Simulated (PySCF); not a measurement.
Species: C9H7F3O.
Numbering: `[F:1][C:2]([F:3])([F:4])[C@@H:5]1[CH2:6][c:7]2[cH:8][cH:9][cH:10][cH:11][c:12]2[O:13]1`

Geometry (PBE0-D3(BJ)/def2-SVP, Å), atoms numbered from 1 in this order:
```
atom  x, y, z in Å
F1     3.5042   -0.9046   -0.6417
C2     2.5762   -0.0001   -0.9748
F3     1.7758   -0.5511   -1.8871
F4     3.1929    1.0324   -1.5384
C5     1.7997    0.4216    0.2634
C6     1.0487   -0.7600    0.9092
C7    -0.3729   -0.4475    0.5384
C8    -1.5548   -1.1552    0.7017
C9    -2.7520   -0.5785    0.2641
C10   -2.7527    0.6889   -0.3210
C11   -1.5687    1.4117   -0.4905
C12   -0.3956    0.8153   -0.0518
O13    0.8354    1.3849   -0.1331
H14    2.5179    0.9051    0.9420
H15    1.1955   -0.7776    2.0005
H16    1.3983   -1.7269    0.5180
H17   -1.5522   -2.1466    1.1614
H18   -3.6910   -1.1236    0.3795
H19   -3.6951    1.1257   -0.6596
H20   -1.5534    2.4001   -0.9520
```

Definitions: NICS(0) = −σiso at the ring centroid; NICS(1) = −σiso and NICS(1)zz = −σzz at ±1 Å along the ring normal z. Level: GIAO PBE0/pcSseg-1 (PySCF, non-relativistic, gas phase) on the PBE0-D3(BJ)/def2-SVP geometry, one conformer.

Rings: 1. C5–C6–C7–C12–O13; 2. C7–C8–C9–C10–C11–C12.

```tsv
set	NICS(0)	NICS(1), two faces	NICS(1)zz, two faces
P	-9.3	-10.8 / -10.9	-26.1 / -26.0
Q	-2.7	-1.6 / -2.0	-1.1 / -1.5
```

Problem. Which set (ppm) belongs to which ring?

Solution. P = 2, Q = 1.
- 1 (5-membered ring with O; formal bonds 1 aromatic, 4 single): mean NICS(1)zz -1.3 ppm, near zero. C5, C6 have four or more neighbours; no verdict on aromaticity is drawn.
- 2 (6-membered carbocycle; formal bonds all aromatic): mean NICS(1)zz -26.0 ppm, shielded. The ring is flat and has no four-coordinate atom; by the NICS criterion it is aromatic, though in fused rings the probe also feels the neighbouring ring.

Problem. How do the rings differ in shape?

Solution. 
```tsv
ring	bond lengths (Å)	rms pucker (Å)	HOMA	nearest outside atom to a NICS(1) probe (Å)
1	1.542, 1.502, 1.394, 1.359, 1.419	0.05	–	fluorine 1.75
2	1.387, 1.399, 1.396, 1.398, 1.387, 1.394	0.00	0.99	hydrogen 2.67
```

HOMA = 1 − mean of α(R − Ropt)² over the ring bonds, with Krygowski's 1993 parameters (CC: Ropt 1.388 Å, α 257.7 Å⁻²). A dash marks a ring with a four-coordinate atom, a triple bond, no multiple bond or a kind of bond without parameters.
